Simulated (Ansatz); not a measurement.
`Cl[CH]([GeH3])Br` + `CN[SiH2]O` → `C[N]([GeH3])[SiH2]O` + `ClCBr`  (ligand exchange at a Ge–C bond)

Gas-phase electronic energies from Ansatz, PBE0-D4/def2-TZVP geometries. CCSD(T)/CBS is the MP2 limit (def2-TZVPP, def2-QZVPP) plus CCSD(T) − MP2 in def2-TZVPP, frozen cores. Functionals use def2-TZVPP. B3LYP here is the variant with VWN-RPA as its local correlation; programs differ in this. For Br, Ge outer-core shells are correlated without core-valence functions, which leaves a few kJ/mol of doubt a bond. Scalar relativity is left out up to krypton. One conformer a species, not always the lowest.

| level | ΔE (kcal/mol) | difference from CCSD(T)/CBS |
| --- | --- | --- |
| PBE-D4 | -5.3 | 0.6 |
| B3LYP-D4 | -6.6 | -0.7 |
| ωB97X-V | -6.6 | -0.7 |
| ωB97M-V | -6.2 | -0.3 |
| B2PLYP | -6.4 | -0.5 |
| r2SCAN | -5.8 | 0.1 |
| PBE0 | -5.5 | 0.4 |
| B3LYP | -5.9 | 0.0 |
| HF/def2-TZVPP | -8.2 | -2.3 |
| MP2/def2-TZVPP | -6.8 | -0.9 |
| CCSD(T)/def2-TZVPP | -7.0 | -1.1 |
| MP2/def2-QZVPP | -6.2 | -0.3 |
| SCS-MP2/def2-QZVPP | -6.7 | -0.8 |
| HF/CBS(def2) | -8.3 | -2.4 |
| MP2/CBS(def2) | -5.7 | 0.2 |
| CCSD/CBS(def2) | -6.0 | -0.1 |
| CCSD(T)/CBS | -5.9 | 0 |

Largest T1 diagnostic among the species: 0.012.

In def2-TZVPP, CCSD(T) changes the Hartree–Fock value by +1.3 kcal/mol (the triples alone add +0.1 kcal/mol) and MP2 by +1.5 kcal/mol.
